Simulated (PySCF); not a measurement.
# Ag⁺ (silver, charge +1): r2SCAN calculation

Configuration: [Kr] 4d10, closed-shell 1S. All numbers are calculated (PySCF 2.14, a scalar-relativistic core potential, in aug-cc-pVDZ-PP with ECP28MDF).

```
Total energy                : -146.6684 hartree
One-electron energy         : -255.2373 hartree
Hartree (Coulomb) energy    : 122.5857 hartree
Exchange-correlation energy : -14.0168 hartree
⟨S²⟩                        : 0.0000
⟨L²⟩                        : 0.000
Sum of ⟨r⟩                  : 21.94 bohr
Sum of ⟨r²⟩                 : 32.32 bohr²
Time after the integrals    : 0.56 s of wall time on 1 thread of Intel(R) Xeon(R) 6975P-C (shared host)
```

```tsv
shell	electrons	mean orbital energy (eV)	rms radius, mean of both spins (bohr)
4s	2	-108.70	0.978
4p	6	-70.414	1.08
4d	10	-15.667	1.53
```

Energies and moments cover only the electrons outside the core potential.
